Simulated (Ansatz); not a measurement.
C4H15GeNSi (`C[SiH2][N]([GeH3])C(C)C`). Total charge 0; spin multiplicity 1. Geometry: relaxed with PBE0-D4/def2-TZVP. It is one conformer, not always the lowest.

```xyz
22

C    -1.504   -1.258   -1.987
Si   -0.840   -1.343   -0.242
N    -0.411    0.183    0.444
Ge   -1.523    1.007    1.658
C     0.918    0.785    0.280
C     1.408    0.678   -1.156
C     1.933    0.196    1.252
H    -1.819   -2.252   -2.318
H    -2.371   -0.594   -2.037
H    -0.753   -0.890   -2.689
H    -1.899   -1.920    0.634
H     0.330   -2.270   -0.226
H    -2.953    0.500    1.425
H    -1.102    0.722    3.117
H    -1.423    2.525    1.408
H     0.823    1.857    0.505
H     0.696    1.135   -1.846
H     2.371    1.180   -1.270
H     1.550   -0.368   -1.445
H     2.082   -0.868    1.049
H     2.899    0.699    1.164
H     1.589    0.297    2.283
```

Problem. What is the dipole moment at ωB97M-V/def2-TZVPP? (An estimate is asked.)

Solution. Computed: 1.02 D, with components (0.49, 0.78, -0.44) D in this frame, pointing from negative to positive charge.

Problem. And with PBE, r2SCAN, B3LYP? (Best estimate.)

Solution. Computed: PBE 1.03 D, r2SCAN 1.06 D, B3LYP 1.01 D.

Problem. Give the Mulliken charges with ωB97M-V, B3LYP, r2SCAN in def2-TZVPP. (An estimate is asked.)

Solution. Ansatz gave: 
```
atom  ωB97M-V  B3LYP  r2SCAN
  C1    -0.43  -0.37   -0.28
 Si2     0.26   0.35    0.35
  N3    -0.34  -0.32   -0.37
 Ge4     0.10   0.17    0.19
  C5    -0.03   0.12    0.20
  C6    -0.36  -0.29   -0.19
  C7    -0.26  -0.25   -0.16
  H8     0.12   0.09    0.07
  H9     0.11   0.10    0.07
 H10     0.11   0.10    0.07
 H11    -0.03  -0.09   -0.09
 H12    -0.04  -0.09   -0.09
 H13     0.03   0.00    0.00
 H14     0.00  -0.03   -0.03
 H15     0.01  -0.02   -0.02
 H16     0.08   0.04    0.00
 H17     0.12   0.09    0.06
 H18     0.11   0.08    0.04
 H19     0.11   0.08    0.05
 H20     0.11   0.08    0.05
 H21     0.10   0.07    0.04
 H22     0.10   0.08    0.05
```

B3LYP here is the variant with VWN-RPA as its local correlation; programs differ in this.
